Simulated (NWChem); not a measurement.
## Correlation energy of Te (-1)

```
Te
```
Charge -1, spin multiplicity 2.

Everything below was run with NWChem.

Basis set: def2-SVPD. Each correlation energy counts from its own Hartree-Fock reference.

Effective core potentials replace the inner electrons of Te; spin-orbit coupling is left out. The correlated methods keep 4 core orbitals frozen. No SCF solution was tested for a lower state. Open-shell Hartree-Fock references start from PBE0 orbitals. Coupled-cluster values serve here as a point of comparison, not as the truth.

### Question
One of these methods gave a correlation energy of -105.5 mHa. Which?
(A) SCS-UMP2
(B) CCSD[T] on UHF
(C) UMP2
(D) CCSD on UHF

### Answer
C, UMP2. The others give -99.6 (SCS-UMP2), -117.6 (CCSD on UHF), -120.8 (CCSD[T] on UHF).
